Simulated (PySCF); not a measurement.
C6H9OS: g tensor and hyperfine couplings

Species: C6H9OS (doublet state).
Cartesian coordinates in Å at the GFN2-xTB level; atoms count from 1:
```
atom  x, y, z in Å
O1    -2.6264    0.5978    1.6453
C2    -2.4310   -0.4947    1.2267
C3    -1.6165   -1.0516    0.1093
C4    -1.1805    0.0158   -0.8469
C5    -0.1798    0.8687   -0.6452
C6     0.7542    0.8706    0.5249
C7     2.1204    0.2952    0.1543
S8     2.0434   -1.4899   -0.2319
H9    -2.2074   -1.8190   -0.3925
H10   -0.7683   -1.5513    0.5850
H11   -1.8035    0.1309   -1.7234
H12    0.0266    1.6194   -1.3971
H13    0.3399    0.3065    1.3606
H14    0.9043    1.9018    0.8566
H15    2.8120    0.3685    0.9929
H16    2.5478    0.8043   -0.7099
H17    1.2577   -1.3609   -1.3003
```

The hyperfine couplings belong to this conformer and change with its torsions.

The species is `O=[C]C/C=C\CCS` [radical].

Method used: PySCF, UKS B3LYP, pcH-1 on C H O S, non-relativistic, mean-field spin-orbit, GIAO. One conformer (not necessarily the lowest) at the GFN2-xTB geometry, without solvent, vibrations or thermal averaging. Couplings are sensitive to structure, and on GFN2-xTB geometries they can be far from those on DFT ones. Stability of the SCF solution: not tested.

```
g1, g2, g3        : 1.99484, 2.00203, 2.00442
g_iso             : 2.00043
Form of g         : rhombic: the two nearest values differ by 25 % of g3 − g1
⟨S²⟩              : 0.7529 (exact 0.7500)
α and β electrons : 35, 34
Total energy      : -707.41906 Eh
```

Hyperfine couplings atom by atom, in 10⁻⁴ cm⁻¹; T1 to T3 are the principal values of the dipolar part; ρ(0) is the spin density at the nucleus (1 × 10⁻⁴ cm⁻¹ = 2.998 MHz):

| atom | isotope | a_iso | of which spin–orbit | T1 | T2 | T3 | Mulliken spin population | ρ(0) (bohr⁻³) |
| --- | --- | --- | --- | --- | --- | --- | --- | --- |
| O1 | 17O | -14.0 | 0.1 | -34.3 | 15.9 | 18.4 | 0.23 | 0.0697 |
| C2 | 13C | 114.9 | -0.1 | -17.3 | -16.3 | 33.6 | 0.65 | 0.3068 |
| C3 | 13C | 45.0 | 0.0 | -4.4 | -4.1 | 8.4 | 0.06 | 0.1201 |
| C4 | 13C | 8.8 | 0.0 | -2.3 | -0.8 | 3.1 | 0.01 | 0.0234 |
| C5 | 13C | 1.5 | 0.0 | -1.5 | -1.1 | 2.7 | 0.06 | 0.0040 |
| C6 | 13C | 0.0 | 0.0 | -0.1 | -0.1 | 0.2 | 0.00 | 0.0000 |
| C7 | 13C | 1.7 | 0.0 | -0.2 | -0.1 | 0.3 | 0.00 | 0.0046 |
| S8 | 33S | 0.0 | 0.0 | 0.0 | 0.0 | 0.1 | 0.00 | -0.0001 |
| H9 | 1H | 0.6 | 0.0 | -3.0 | -1.9 | 5.0 | 0.00 | 0.0004 |
| H10 | 1H | -3.4 | 0.0 | -2.9 | -1.7 | 4.6 | 0.00 | -0.0023 |
| H11 | 1H | 1.5 | 0.0 | -0.9 | -0.4 | 1.3 | 0.00 | 0.0010 |
| H12 | 1H | 0.1 | 0.0 | -0.9 | -0.3 | 1.2 | 0.00 | 0.0001 |
| H13 | 1H | 0.1 | 0.0 | -0.8 | -0.6 | 1.4 | 0.00 | 0.0001 |
| H14 | 1H | 1.2 | 0.0 | -0.4 | -0.3 | 0.7 | 0.00 | 0.0008 |
| H15 | 1H | 0.3 | 0.0 | -0.2 | -0.1 | 0.3 | 0.00 | 0.0002 |
| H16 | 1H | -0.1 | 0.0 | -0.2 | -0.2 | 0.4 | 0.00 | -0.0001 |
| H17 | 1H | 0.0 | 0.0 | -0.3 | -0.2 | 0.6 | 0.00 | 0.0000 |

Largest spin populations (Mulliken): C2 (+0.65) and O1 (+0.23).

Axes: g1 points within 12° of the O1–C2 bond.

Under fast tumbling the dipolar parts average out, and these isotropic splittings remain: 1 × 1H (H11, I = 1/2, 2 lines) with 0.16 mT, 2 × 1H (H9/H10, I = 1/2, 3 lines) with 0.15 mT and 2 × 1H (H13/H14, I = 1/2, 3 lines) with 0.07 mT.

Nuclei that the bonding pattern makes equivalent are averaged, as if the motion that swaps them (rotation, inversion, ring flip) were fast. The 1H value of -4.3 MHz is a mean of couplings from -10.3 to 1.7 MHz in this one geometry, not an average over conformers.

The 13C coupling of C2 (344.5 MHz) shows only in satellite lines or after enrichment, since that isotope makes up about 1.07 % of natural carbon.

The 17O coupling of O1 (-41.9 MHz) shows only in satellite lines or after enrichment, since that isotope makes up about 0.038 % of natural oxygen.

Time: 2.2 min (with the writing of density and orbital grids); peak memory 0.97 GiB. Hardware: an Arm Neoverse V1 with one thread, no GPU (shared host).
